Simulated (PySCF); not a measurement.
## PtO: energy against distance

Set-up: PySCF, spin-free X2C with a Gaussian nucleus, basis sets Pt x2c-TZVPPall, O x2c-TZVPPall. Energies in eV from Pt (5d9 6s1) + O in their ground configurations at the same level. State: triplet, unpaired electrons π ↑↑, a mixture of terms (⟨Lz²⟩ = 3.5).

| R (Å) | r²SCAN |
| --- | --- |
| 1.471 | -2.788 |
| 1.539 | -3.934 |
| 1.607 | -4.549 |
| 1.659 | -4.762 |
| 1.710 | -4.822 |
| 1.761 | -4.767 |
| 1.830 | -4.568 |
| 1.915 | -4.193 |
| 2.018 | -3.651 |
| 2.155 | -2.900 |

Put a parabola through the three lowest points of the r²SCAN curve and estimate Re, k and ωe (reduced mass 14.78 u; 1 eV/Å² = 0.16022 mdyn/Å; ωe = 1302.8·√(k/μ) cm⁻¹).

Through R = 1.659, 1.71, 1.761 Å the second-order coefficient is 22.1 eV/Å², so Re ≈ 1.711 Å, k ≈ 7.08 mdyn/Å and ωe ≈ 902 cm⁻¹. A polynomial fit of higher order to the unrounded r²SCAN energies gives Re = 1.708 Å, k = 6.98 mdyn/Å, ωe = 895 cm⁻¹; anharmonicity and rounding make the difference.

The higher-order fit for each curve: r²SCAN: Re = 1.708 Å, ωe = 895 cm⁻¹, De = 4.82 eV.

The metal atom is held in its measured ground configuration; semilocal functionals can put another filling of s and d lower by some tenths of an eV, and De to that atom would be smaller. Spin–orbit coupling is left out, which matters for elements this heavy, above all for dissociation energies. The state is the lowest single determinant that the PBE0 search found; with open d or f shells the true ground state can be another one.
